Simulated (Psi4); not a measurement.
H12MgO6, charge +2, singlet, geometry from GFN2-xTB (such geometries of metal compounds can be far from the true shape). Base run: B3LYP/3-21G (Psi4 1.11).

The Psi4 input:
```
memory 2 GB

molecule mol {
2 1
Mg   -0.000000    0.000000    0.000000
O    -0.674100    1.617592   -0.906750
H    -1.476438    1.689006   -1.433170
H    -0.264359    2.488266   -0.908423
O     1.549154    1.021531    0.670677
H     1.601521    1.507870    1.499348
H     2.399016    1.130133    0.232609
O     1.019275   -0.482784   -1.619014
H     1.579802   -1.256184   -1.735746
H     1.052377    0.009442   -2.445200
O    -1.019275    0.482784    1.619014
H    -1.579802    1.256184    1.735746
H    -1.052377   -0.009442    2.445200
O    -1.549154   -1.021531   -0.670677
H    -1.601521   -1.507870   -1.499348
H    -2.399016   -1.130133   -0.232609
O     0.674100   -1.617592    0.906750
H     0.264359   -2.488266    0.908423
H     1.476438   -1.689006    1.433170
}

set {
  basis 3-21g
  reference rks
}

energy('b3lyp')
print_variables()
```

The base run was repeated with changes; each row names its change, and settings that it needs were set with it.

| change | basis functions | E (Eh) |
|---|---|---|
| base | 91 | -654.66984 |
| basis = cc-pVDZ-DK; relativity = spin-free X2C (with scf_type pk) | 162 | -658.96346 |
| basis = cc-pVDZ-DK; relativity = none (with scf_type pk) | 162 | -658.27165 |

Absolute energies of different levels of theory aren't comparable as measures of quality.

Basis sets contracted for a relativistic Hamiltonian are a mismatch without it, so the rows without relativity aren't non-relativistic limits. No row has spin-orbit coupling; sets with core potentials leave out the core electrons.
